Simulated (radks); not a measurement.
Results of a calculation; reference values are marked as such.
Species: Se4+. Configuration: [Ar] 3d10 4s2.

Level of theory: Dirac Kohn-Sham, RPBE, spin-unpolarised, spherical densities, point nucleus (a radial shooting solver on a logarithmic mesh with Libxc functionals).

Energy parts (eV):
part                       energy
total                  -66029.106
kinetic                 67617.417
electron-nucleus      -157879.457
Hartree                 26593.662
exchange-correlation    -2360.729

Orbitals (lengths in bohr, moments of r in powers of bohr; <r^-3> diverges for s and p1/2; r(max) is where P^2 peaks):
orbital  occ.  eigenvalue (eV)   r(max)  <r^-3>      <r>
1s1/2       2        -12554.92  0.02879       -  0.04407
2s1/2       2        -1658.554   0.1645       -   0.1956
2p1/2       2        -1492.989   0.1296       -   0.1685
2p3/2       4        -1451.219   0.1327    1177   0.1723
3s1/2       2        -264.9145   0.5022       -   0.5732
3p1/2       2        -208.2603   0.4946       -   0.5813
3p3/2       4        -202.3773   0.5032   167.3   0.5917
3d3/2       4        -104.7433   0.4509   20.61   0.6209
3d5/2       6        -103.8386   0.4536   19.97   0.6250
4s1/2       2         -61.4855    1.421       -    1.592
4p1/2       0         -48.3257    1.573       -    1.786
4p3/2       0         -47.6584    1.596   19.15    1.810
4d3/2       0         -29.2618    2.117   1.700    2.403
4d5/2       0         -29.1879    2.126   1.662    2.410
5s1/2       0         -26.1590    3.212       -    3.319

The highest occupied level is 4s1/2 at -61.486 eV. The density falls to 0.001 e/bohr^3 at r = 2.94 bohr. For comparison, the ionisation energy in NIST's Atomic Spectra Database is 68.3 eV (semi-empirical). In exact Kohn-Sham theory the highest level is minus the ionisation energy, but local and semilocal functionals leave it too shallow, through self-interaction and a potential that decays too fast; potentials with the right tail come closer.
